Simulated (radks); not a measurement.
Species: neutral gadolinium. Configuration: [Xe] 4f7 5d1 6s1 7p1 (not the ground configuration). Method: Dirac Kohn-Sham, PBE, spin-unpolarised, spherical densities, finite nucleus; open shells fill j = l - 1/2 first; Fermi nuclear charge, rms radius 5.1569 fm; computed with a radial shooting solver on a logarithmic mesh with Libxc functionals.

Spin-orbit splittings of the eigenvalues, e(l+1/2) - e(l-1/2), with zeta = 2 splitting/(2l+1) and mean radii in bohr:

shell,occ.,splitting (eV),zeta (eV),<r> j=l-1/2,<r> j=l+1/2
2p,6,695.8,463.9,0.07746,0.08430
3p,6,142.7,95.16,0.2336,0.2467
3d,10,31.10,12.44,0.2187,0.2228
4p,6,31.75,21.17,0.5648,0.5943
4d,10,5.740,2.296,0.6302,0.6406
4f,7,0.7525,0.2150,0.8608,0.8736
5p,6,4.343,2.895,1.495,1.590
5d,1,0.3071,0.1228,2.547,2.616
7p,1,0.05290,0.03527,12.32,12.61
